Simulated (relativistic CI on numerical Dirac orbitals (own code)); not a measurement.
**Ni⁴⁺ in a cubic cluster: 2p photoemission with charge transfer**

Computed with a charge-transfer multiplet model of a cubic metal-ligand cluster with up to 3 ligand holes, Slater and spin-orbit integrals from Dirac-Coulomb-Breit ions, Slater integrals scaled by 0.8. The parameters are those of a tetrahedral site (10Dq negative, t2 hopping the larger). The ground state mixes d6 with configurations of k ligand holes L, whose averages lie at kΔ + k(k − 1)U_dd/2; a core hole lowers each added d electron by U_cd. 300 K, Lorentzian 0.6 eV and Gaussian 0.8 eV FWHM.

Atomic integrals in eV (Slater integrals scaled, ζ unscaled), ground: F2dd 11.354, F4dd 7.124, zeta_d 0.099; with the core hole: F2dd 12.648, F4dd 7.972, zeta_d 0.136, zeta_core 11.396, F2cd 7.730, G1cd 6.056, G3cd 3.449.

Cluster parameters (eV): U_dd = 7.8, U_cd = 10, 10Dq = -0.35, 10Dq(ligand) = 0, V(eg) = 0.78, V(t2g) = -1.32, final-state hopping factor = 0.9.

Weights, n_d and S are thermal averages at 300 K. Binding energies count from the first peak over 30 % of the highest in each spectrum, which can be another peak from case to case. The parameters are a model scan and need not match a compound or its usual spin state. Peaks in eV (height, largest 100): 0.0 (69), 1.7 (62), 6.4 (59), 7.5 (61), 9.8 (82), 11.4 (100), 13.5 (37), 19.6 (49), 24.1 (36), 29.1 (47), 30.2 (52), 34.2 (10).

(1) Which parameters give this spectrum?
A. Δ = 1.2 eV
B. Δ = -0.8 eV
C. Δ = -1.8 eV

Answers

(1) A. Δ = 1.2 eV; the ground state then has 6.27 d electrons and S = 2.00. The choice follows from running the model for each set and comparing peak positions and heights.
